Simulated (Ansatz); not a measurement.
Diatomic TcF, multiplicity 5 (an upper state: multiplicity 7 came lower at CCSD(T)/def2-TZVPP on PBE0 minima). No spin–orbit coupling. The T1 diagnostic near the minimum is 0.056, so single-reference values are doubtful.

Constants: fifth-degree fit in 1/R to seven points, most abundant isotopes. Runs in def2 and cc sets follow the lowest solution found near the PBE0 minimum.

Run with Ansatz (Gaussian basis) for Hartree–Fock, density functionals and correlated methods.  In def2 rows elements past Kr take small-core potentials, without spin–orbit coupling.

```csv
level,r_e (Å),ω_e (cm⁻¹),B_e (cm⁻¹),ω_e x_e (cm⁻¹),dipole (D)
PBE/def2-TZVPP,1.855,627,0.308,3.9,3.04
PBE0/def2-TZVPP,1.852,622,0.310,4.0,3.78
wB97X-V/def2-TZVPP,1.880,605,0.300,2.8,3.73
```

Doubts at one or more of the structures used: a spin-contaminated determinant (wB97X-V/def2-TZVPP).

Ansatz is an electronic-structure program.
